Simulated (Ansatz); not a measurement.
This geometry of BCl2H + H3P (8 atoms, charge 0, multiplicity 1) is a first-order saddle point.

Computed with Ansatz, RKS B3LYP-D4/6-31G*.

```xyz
8
Properties=species:S:1:pos:R:3
B -0.012 -0.359 0.155
H 0.067 0.356 1.232
Cl 1.465 0.016 -0.803
Cl -1.664 -0.032 -0.511
P -0.059 -2.438 0.861
H -0.304 -2.696 -0.511
H 1.349 -2.606 0.759
H 0.056 -0.664 1.391
```

**Question.** Which two structures does it join? (They come from a converged band through this point; their orientation in space is the band's.)

**Answer.** Bonds broken: B1–H2, P5–H8. Bonds formed: B1–P5, H2–H8. BCl2H + H3P becomes BCl2H2P + H2.

Image 0:

```xyz
8
Properties=species:S:1:pos:R:3
B -0.010 0.514 -0.120
H 0.037 0.823 1.023
Cl 1.477 0.304 -1.019
Cl -1.566 0.296 -0.891
P 0.141 -3.084 1.180
H -0.471 -2.780 -0.069
H 1.437 -2.696 0.736
H -0.147 -1.801 1.733
```

Image 8:

```xyz
8
Properties=species:S:1:pos:R:3
B 0.091 -0.825 -0.580
H -0.041 0.896 2.494
Cl 1.506 0.216 -0.715
Cl -1.454 -0.250 -1.200
P 0.182 -2.463 0.408
H -0.635 -3.260 -0.433
H 1.436 -2.925 -0.066
H -0.189 0.188 2.663
```

**Question.** How far does it lie above each of them?

**Answer.** 161.6 kJ/mol above the first and 151.4 kJ/mol above the second. This is the barrier of this one path; another mechanism may lie lower. The orbitals stay closed-shell, which can raise the energy where a bond breaks towards radicals; this wasn't checked here.

Time of the run: 6.6 min on 2 threads of Arm Neoverse V2, with other jobs on the host, peak memory 0.17 GiB.
